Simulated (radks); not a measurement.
Species: Ba III. Configuration: [Xe]. All-electron calculation, Dirac Kohn-Sham, PBE, spin-unpolarised, spherical densities, point nucleus; speed of light set to 274.072 atomic units (2 times the physical value, a model run). Program: a radial shooting solver on a logarithmic mesh with Libxc functionals. Some entries of the table are withheld. Estimate them.

orbital  occ.  eigenvalue (eV)  <r> (bohr)
1s1/2       2              (1)     0.02675
2s1/2       2        -5577.421      0.1147
2p1/2       2        -5261.282     0.09728
2p3/2       4        -5173.203     0.09873
3s1/2       2        -1186.460      0.3028
3p1/2       2        -1051.848         (2)
3p3/2       4        -1034.930         (3)
3d3/2       4        -787.8645      0.2664
3d5/2       6        -783.9349      0.2673
4s1/2       2        -241.8023         (4)
4p1/2       2        -192.7073         (5)
4p3/2       4        -189.1844         (6)
4d3/2       4        -105.0794      0.7952
4d5/2       6        -104.4226      0.7977
5s1/2       2         -43.9270       1.684
5p1/2       2         -31.1347       1.897
5p3/2       4         -30.6465       1.915

Answer. 
(1) 1s1/2 eigenvalue (eV): -35967.57
(2) 3p1/2 <r> (bohr): 0.2928
(3) 3p3/2 <r> (bohr): 0.2956
(4) 4s1/2 <r> (bohr): 0.6964
(5) 4p1/2 <r> (bohr): 0.7205
(6) 4p3/2 <r> (bohr): 0.7270
